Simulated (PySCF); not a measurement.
Highest orbital energy against ionisation energy along group 15

Calculated with PySCF 2.14, no spin-orbit coupling. Each cell gives −ε(HOMO) / ΔSCF in eV; NIST values include spin-orbit coupling, (s) semi-empirical, (t) theoretical.

```tsv
species	UHF	LDA	PBE	PBE0	r2SCAN	NIST (lowest levels)
N²⁺ (aug-cc-pVQZ-DK, spin-free X2C)	48.029 / 47.292	38.574 / 47.859	38.825 / 48.014	41.253 / 47.998	39.777 / 48.219	47.445 (s)
P²⁺ (aug-cc-pVQZ-DK, spin-free X2C)	29.970 / 29.577	24.800 / 30.197	24.948 / 30.236	26.362 / 30.257	25.404 / 30.369	30.203
As²⁺ (aug-cc-pVQZ-DK, spin-free X2C)	27.821 / 27.487	23.217 / 28.243	23.197 / 28.076	24.527 / 28.111	23.664 / 28.310	28.349 ± 0.012
Sb²⁺ (aug-cc-pVQZ-DK3, spin-free X2C)	24.442 / 24.145	20.592 / 24.938	20.494 / 24.703	21.656 / 24.741	20.869 / 24.858	25.323
```

How far is −ε(HOMO) from ΔSCF on average for each method, and why?

UHF 0.44 eV; LDA -6.01 eV; PBE -5.89 eV; PBE0 -4.33 eV; r2SCAN -5.51 eV. Hartree-Fock orbital energies lack relaxation and so exceed the ΔSCF value; semilocal functionals have convex E(N) from self-interaction, so their HOMO lies far too high; exact exchange moves hybrids part of the way back.
